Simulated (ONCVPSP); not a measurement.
**Building the ONCV potential for As (Z = 33) (LDA (Perdew-Wang 92), non-relativistic).**

ONCVPSP 4.0.1 input, shortened (lines: element, Z, core and valence counts, functional; n l f; lmax; l rc ep ncon nbas qcut; lloc lpopt rc5 dvloc0; l nproj debl; icmod fcfact rcfact), LDA (Perdew-Wang 92), non-relativistic:

```
  As 33.00    6    2  -001012      upf
    1    0    2.00
    2    0    2.00
    2    1    6.00
    3    0    2.00
    3    1    6.00
    3    2   10.00
    4    0    2.00
    4    1    1.00
    2
    0    1.25    0.00    3    6    6.40
    1    1.80    0.00    3    7    4.70
    2    1.55    0.45    3    6    6.90
    4    5    0.85   -1.00
    0    2    1.60
    1    2    3.40
    2    1    2.90
    0    0.00    0.00
```

All-electron outer shells of the reference configuration (LDA (PZ), non-relativistic, ld1.x):

```csv
shell,level (eV),outermost node (bohr),outermost maximum (bohr)
3p,-153.38,0.22,0.52
3d,-63.27,–,0.47
4s,-33.19,0.75,1.59
4p,-22.94,0.78,1.83
```

(1) Estimate the cutoffs (Ha) at which the residual kinetic energy of the hardest occupied pseudo-wave falls to 1 and 0.1 mHa per electron.

(2) What does a ghost test show?

(3) Which valence shell sets the plane-wave cutoff?

(4) Tests: 4s2 4p3; 4s2 4p2; 4s2 4p0; 4s0 4p5. Which has the largest error in its energy relative to the reference configuration, and how large is it?

Results:

(1) 21 Ha and 82 Ha.

(2) Ghosts flagged at negative energy: s at -169.5 eV (a further GHOST(-) flag falls on a real empty level of the atom); GHOST(+) flagged for p at 104.4 eV. A true bound ghost makes a file unfit for plane-wave use.

(3) 4s: 21 Ha for 1 mHa per electron, against 9 Ha for 4p.

(4) 4s2 4p0, with +32 meV (all-electron minus pseudo) on +28.00 eV.
